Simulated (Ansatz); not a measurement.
Relaxation of BBrH₄O₃ (9 atoms, charge 0, multiplicity 1), to a largest force component of 0.03 eV/Å in at most 50 steps.

All numbers below come from RKS PBE0/def2-SVP in Ansatz 0.2.0.

```xyz
9
Properties=species:S:1:pos:R:3:forces:R:3
B -0.019 0.478 -0.354 -0.09 0.99 0.09
O -0.082 -0.230 2.158 0.29 0.76 0.04
H -1.018 -0.005 2.083 0.01 -0.02 0.02
O 1.181 -0.042 -0.665 0.04 -0.05 0.12
H 1.185 -0.995 -0.798 0.02 -0.01 -0.03
O -1.253 -0.044 -0.532 -0.02 -0.08 0.10
H -1.266 -0.978 -0.765 0.02 0.01 -0.03
Br -0.018 2.416 0.175 0.03 -0.84 -0.24
H 0.329 0.657 2.261 -0.30 -0.75 -0.07
```

Q: Where does it end, and by what steps?

A: The forces met the threshold. After 7 steps the energy has fallen by 0.050 eV; H9 moved furthest, 0.28 Å.

```json
{"step": "0", "energy less start (eV)": "0.0000", "largest force component (eV/Å)": "0.993", "accepted": "yes"}
{"step": "1", "energy less start (eV)": "-0.0081", "largest force component (eV/Å)": "1.246", "accepted": "yes"}
{"step": "2", "energy less start (eV)": "0.0079", "largest force component (eV/Å)": "1.870", "accepted": "no"}
{"step": "3", "energy less start (eV)": "-0.0264", "largest force component (eV/Å)": "0.968", "accepted": "yes"}
{"step": "4", "energy less start (eV)": "-0.0419", "largest force component (eV/Å)": "0.582", "accepted": "yes"}
{"step": "5", "energy less start (eV)": "-0.0424", "largest force component (eV/Å)": "0.219", "accepted": "yes"}
{"step": "6", "energy less start (eV)": "-0.0489", "largest force component (eV/Å)": "0.134", "accepted": "yes"}
{"step": "7", "energy less start (eV)": "-0.0501", "largest force component (eV/Å)": "0.018", "accepted": "yes"}
```

```xyz
9
Properties=species:S:1:pos:R:3
B -0.058 0.524 -0.395
O -0.153 -0.277 2.153
H -0.997 0.191 2.161
O 1.170 -0.007 -0.579
H 1.178 -0.957 -0.735
O -1.262 -0.054 -0.618
H -1.222 -0.999 -0.798
Br -0.106 2.406 0.082
H 0.488 0.431 2.292
```

Whether the end is a true minimum wasn't checked by a vibrational analysis.

Time of the run: 14 s on 2 threads of Intel(R) Xeon(R) 6975P-C (Granite Rapids), on a shared host, peak memory 0.28 GiB.
